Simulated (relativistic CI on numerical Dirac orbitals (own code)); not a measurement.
**Ni⁺: M2,3 absorption edge**

Computed with this model: Dirac-Coulomb-Breit CI, KLI orbitals optimised for each configuration, a model potential for QED, valence Slater integrals scaled by 0.7, multiplet model of core-to-valence dipole absorption; configurations [Ar] 3d9 → [Ne] 3s2 3p5 3d10; 300 K; Lorentzian 0.48 eV and Gaussian 0.3 eV FWHM. Energies are those of the free ion, without screening or charge transfer. The branching ratio is the share of the lower-energy edge in the whole absorption, uncertain by about 0.02 where the edges overlap. S is read from ⟨S²⟩ = S(S + 1).

Field parameters in Wybourne normalisation: D4h B²₀ = −7Ds, B⁴₀ = 21(Dq − Dt), B⁴₄ = 21√(5/14) Dq. The field is a parameter set, without covalency.

free ion: ground-state S = 0.50, centroid 69.04 eV. Peaks (eV, height): 69.0 (100).

D4h, 10Dq = 9850, Ds = -1500, Dt = -590 cm⁻¹: ground-state S = 0.50, centroid 71.15 eV. Peaks (eV, height): 70.5 (100), 72.6 (43).

D4h, 10Dq = 9850, Ds = -860, Dt = -590 cm⁻¹: ground-state S = 0.50, centroid 70.99 eV. Peaks (eV, height): 70.4 (100), 72.5 (44).

D4h, 10Dq = 9850, Ds = -210, Dt = -590 cm⁻¹: ground-state S = 0.50, centroid 70.83 eV. Peaks (eV, height): 70.2 (100), 72.3 (43).

D4h, 10Dq = 9850, Ds = 430, Dt = -590 cm⁻¹: ground-state S = 0.50, centroid 70.66 eV. Peaks (eV, height): 70.0 (100), 72.2 (43).

Strongest unbroadened transitions for D4h, 10Dq = 9850, Ds = -210, Dt = -590 cm⁻¹:

| Energy (eV) | Relative strength |
| --- | --- |
| 70.20 | 100.0 |
| 72.33 | 41.7 |
